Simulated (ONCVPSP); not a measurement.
**Plane-wave convergence, ONCV potential for neon**

* Element: neon
* Generator: ONCVPSP 4.0.1
* Type: optimised norm-conserving Vanderbilt (ONCV)
* Functional: PBEsol
* Relativity: scalar-relativistic
* Frozen core: [He]
* Valence charge: 8
* Reference configuration: 2s2 2p6
* Partial waves: 2s: rc 0.50 bohr, ncon 3, nbas 6, qcut 10.2 1/bohr, 1 projector; 2p: rc 1.45 bohr, ncon 4, nbas 7, qcut 12 1/bohr, 2 projectors, debl 1.6 Ha
* Local potential: polynomial inside 0.35 bohr (lpopt 5, dvloc0 0 Ha)
* Core correction: none

Q: For each optimised wave give the share of its norm inside rc, the residual kinetic energy above qcut (Ha) and the cutoffs (Ha) for errors of 10, 1, 0.1 and 0.01 mHa per electron.

A:

```tsv
wave	norm inside rc	residual KE	10 mHa	1 mHa	0.1 mHa	0.01 mHa
2s	0.138	7.2e-03	48.9	120.3	269.4	437.6
2p	0.828	7.4e-09	33.3	42.4	49.9	56.2
p projector 2	0.064	5.1e-09	28.3	39.0	48.1	55.9
```

The occupied waves need 120 Ha and 269 Ha for 1 and 0.1 mHa. Its largest configuration-test error is +1162 meV.
